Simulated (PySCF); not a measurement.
Au₂, SMILES [Au][Au], multiplicity 1.

The structure is a stationary point at B3LYP-D3(BJ)/def2-TZVPD. The spin state was assumed, not searched. The def2 effective core potentials stand for the cores of Au; spin–orbit coupling is left out.

Computed with PBE/def2-TZVPD (PySCF).

Gas-phase values at a fixed geometry.

```
Quantity                                                                                                         Value
---------------------------------------------------------------------------------------------  -----------------------
total energy                                                                                        -271.57485 hartree
point group                                                                                                        D∞h
highest occupied level                                                                                        -6.35 eV
lowest empty level                                                                                            -4.31 eV
orbital gap                                                                                                    2.04 eV
dipole moment                                                                                                0.000 e·Å
quadrupole, principal values (traceless, Buckingham form, about the centre of nuclear charge)   -4.10, -4.10, 8.21 D·Å
mean static polarisability                                                                       72.4 bohr³ (10.72 Å³)
polarisability, principal values                                                               54.5, 54.5, 108.1 bohr³
```
